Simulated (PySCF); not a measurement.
ethylmethylamine (C$_{3}$H$_{9}$N), singlet, at a GFN2-xTB geometry. Base run: B3LYP/6-31G, TDA (PySCF).

Input for PySCF:
```python
from pyscf import gto, scf, dft, tdscf

mol = gto.M(
    atom='''
C    -1.873852   -0.084499    0.257477
C    -0.476944   -0.525002   -0.155554
N     0.482265    0.534729    0.093685
C     1.838225    0.165589   -0.249597
H    -2.132855    0.840785   -0.249683
H    -2.602713   -0.847502   -0.003048
H    -1.919139    0.086098    1.331324
H    -0.211718   -1.461788    0.370072
H    -0.457995   -0.733703   -1.230184
H     0.438470    0.802092    1.073568
H     2.503164    0.994260   -0.012894
H     1.886784   -0.023885   -1.322570
H     2.195580   -0.735988    0.273658
''',
    basis='6-31g',
    charge=0,
    spin=0,
    verbose=4,
)

mf = dft.RKS(mol)
mf.xc = 'b3lyp'
mf.kernel()
td = mf.TDA()
td.nstates = 5
td.kernel()
td.analyze()
```

The base run was repeated with changes; each row names its change, and settings that it needs were set with it.

```csv
change,first excitation (eV),oscillator strength of the first,second (eV),core-seconds (rough)
base,6.75,0.013,7.85,40
functional = m062x,7.16,0.010,8.61,100
functional = camb3lyp,7.07,0.010,8.34,60
functional = bhandhlyp,7.48,0.011,8.90,40
nstates = 2,6.75,0.013,7.85,30
functional = pbe,6.22,0.014,7.12,30
nstates = 10,6.75,0.013,7.85,50
functional = pbe0,6.99,0.013,8.16,40
functional = hf,8.55,0.010,10.57,3
guess vectors = 13 for 5 states,6.75,0.013,7.85,30
```

An iterative solver can miss low states, so a row lists the states that it found.
